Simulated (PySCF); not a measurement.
Species: triethyl orthoformate, C₇H₁₆O₃.
Numbering: `[CH3:1][CH2:2][O:3][CH:4]([O:5][CH2:6][CH3:7])[O:8][CH2:9][CH3:10]` (hydrogens: H11, H12, H13 on C1; H14, H15 on C2; H16 on C4; H17, H18 on C6; H19, H20, H21 on C7; H22, H23 on C9; H24, H25, H26 on C10)

A GFN2-xTB structure was refined with PBE0-D3(BJ)/def2-SVP geometry optimisation, gas phase (PySCF). Its GFN2-xTB values:

```tsv
coordinate	GFN2-xTB
C1–C2	1.519 Å
C1–H11	1.086 Å
C2–O3	1.420 Å
C2–H14	1.096 Å
O3–C4	1.380 Å
C4–H16	1.133 Å
C10–H25	1.086 Å
C1–C2–O3	108.2°
C2–O3–C4	114.4°
O3–C4–O5	109.7°
O5–C6–C7	108.2°
C1–C2–O3–C4	-173°
C2–O3–C4–O5	178°
O3–C4–O5–C6	-62°
O3–C4–O8–C9	177°
```

Task: How do these coordinates change at the PBE0-D3(BJ)/def2-SVP level?

Result: 
| coordinate | PBE0-D3(BJ)/def2-SVP (Å or °) | change |
| --- | --- | --- |
| C10–H25 | 1.100 | +0.014 |
| C1–H11 | 1.100 | +0.014 |
| C2–O3 | 1.408 | -0.012 |
| C1–C2 | 1.508 | -0.011 |
| C4–H16 | 1.124 | -0.009 |
| C2–H14 | 1.104 | +0.008 |
| O3–C4 | 1.374 | -0.006 |
| C2–O3–C4 | 115.0 | +0.6 |
| O3–C4–O5 | 109.1 | -0.6 |
| O5–C6–C7 | 108.6 | +0.4 |
| C1–C2–O3 | 108.5 | +0.3 |
| O3–C4–O5–C6 | -67 | -5 |
| O3–C4–O8–C9 | 173 | -4 |
| C2–O3–C4–O5 | 174 | -4 |
| C1–C2–O3–C4 | -176 | -3 |

The energy falls by 1.5 kcal/mol over 8 energy and gradient evaluations, the largest force component goes from 0.0158 to 1.4e-04 Eh/bohr, and the atoms move by 0.096 Å rms after alignment. Among the bonds, 9 bonds (C1–H11, C1–H12, C1–H13, C7–H19, C7–H20, C7–H21 and others) change most and about equally (+0.013 to +0.014 Å). Bonds longer at the end by more than 0.005 Å: 15 of 25; shorter: 10. Rotational constants go from 1037, 1034, 538.7 to 1041, 1035, 542.4 MHz.

The run used 220 basis functions and 52 SCF cycles in all.

Stationary, but not proved a minimum. The numbers are those of one conformer.
